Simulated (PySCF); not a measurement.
Correlation energy of Hg²⁺ (mercury, charge +2)

[Xe] 4f14 5d9 6s1, high-spin 3D determinant (an excited configuration). Calculation: PySCF 2.14, in def2-TZVPPD with the def2 core potential (60 electrons); scalar relativity through the core potential. Frozen: 5s2 5p6; 10 electrons correlated.

```json
{"level": "CCSD", "correlation energy (mhartree)": "-286.58"}
{"level": "(T)", "correlation energy (mhartree)": "-8.00"}
{"level": "CCSD(T)", "correlation energy (mhartree)": "-294.58"}
```

Diagnostics: T1 = 0.0052, D1 = 0.0197, largest double amplitude 0.024.

Spin-orbit coupling, absent here, splits the open shell strongly.

Cost of the coupled-cluster step: about 7 core-seconds, for 10 correlated electrons.
